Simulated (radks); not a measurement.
Task: The table gives one normalised radial function P(r) = r R(r) of Tl2+ in [Xe] 4f14 5d10 6s1 (r in bohr). Method: scalar-relativistic Kohn-Sham, PBE, spin-unpolarised, spherical densities, point nucleus; computed with a radial shooting solver on a logarithmic mesh with Libxc functionals.

| r | P |
|---|---|
| 0.002358 | 0.1591 |
| 0.00317 | 0.1857 |
| 0.004296 | 0.2102 |
| 0.005776 | 0.2256 |
| 0.007765 | 0.2237 |
| 0.01044 | 0.1932 |
| 0.01404 | 0.1221 |
| 0.01902 | 0.0005 |
| 0.02558 | -0.1533 |
| 0.03439 | -0.2972 |
| 0.04623 | -0.3484 |
| 0.06216 | -0.2169 |
| 0.08357 | 0.1051 |
| 0.1133 | 0.4428 |
| 0.1523 | 0.4347 |
| 0.2047 | -0.0634 |
| 0.2752 | -0.6419 |
| 0.3701 | -0.5758 |
| 0.4975 | 0.2659 |
| 0.6743 | 1.1284 |
| 0.9066 | 1.2294 |
| 1.219 | 0.7458 |
| 1.639 | 0.2691 |
| 2.203 | 0.0553 |
| 2.962 | 0.0057 |
| 4.015 | 0.0002 |
| 5.397 | 0.0000 |
| 7.257 | 0.0000 |

Which n and l does it have? It may be an empty orbital.

Result: n = 5, l = 0: the number of nodes gives n - l - 1 = 4, the rise at small r (about r^(l+1), flatter next to the nucleus through relativity) gives l, and the extent must fit the shell. The curve is that of 5s. 5s: eigenvalue -148.89 eV, 4 radial nodes at r = 0.0190, 0.0768, 0.199, 0.460 bohr, <r> = 0.877 bohr, 90 % of the charge inside 1.25 bohr.
